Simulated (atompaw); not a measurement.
**Before and after: PAW (atompaw) potential for Sr (Z = 38)**

strontium (Sr), PAW, made with atompaw 4.2.0.5 (LDA (PW92), scalar-relativistic). Core [Kr], reference 4d0 5s2 5p0. Waves: 5s (bound); 5s channel at 3 Ry; 5p (bound, empty); 5p channel at 2.45 Ry; 4d (bound, empty); 4d channel at 0.75 Ry. Local part: troulliermartins scheme with l = 3 at 1 Ry, radius 2.35 bohr. Core correction: smooth core density matched at 2.75 bohr. Augmentation charge: besselshape compensation charge, radius 2.55 bohr; PAW radius 3.00 bohr; waves and projectors: bloechl.

Change: all radii scaled by about 1.19 (s 3.58, p 3.58, d 3.58 bohr); local potential troulliermartins scheme with l = 3 at 1 Ry, radius 2.80 bohr; augmentation besselshape compensation charge, radius 3.04 bohr; PAW radius 3.58 bohr; waves and projectors: bloechl; core correction smooth core density matched at 3.28 bohr.

Cutoffs: the cutoffs (Ry, on a coarse ladder) from which the occupation-weighted sum of valence levels, in a spherical-Bessel basis at the reference potential, stays within 10 and 1 mRy of its value at 400 Ry; they do not see the model core or the augmentation charge, which bear on the density cutoff.

Q: What does the change do?

A: The potential gets neither clearly harder nor softer (8 Ry and 10 Ry → 6 Ry and 15 Ry); the bound ghosts move from p, s to s.

```tsv
quantity	base	changed
cutoff, loose	8 Ry	6 Ry
cutoff, tight	10 Ry	15 Ry
bound ghosts	s, p	s
lowest overlap eigenvalue by channel	s 0.32, p 0.56, d 0.84	s 0.25, p 0.43, d 0.93
```

Base: The cutoffs count occupied waves only; the empty 4d level needs 18 Ry at the loose tolerance. Changed file: The cutoffs count occupied waves only; the empty 4d level needs 15 Ry at the loose tolerance. A true bound ghost makes a file unfit for plane-wave use even where its test errors are small: the radial tests pick states by their node count and pass the ghost by. The cutoffs see the waves, projectors and local potential, not the compensation charge or the core.
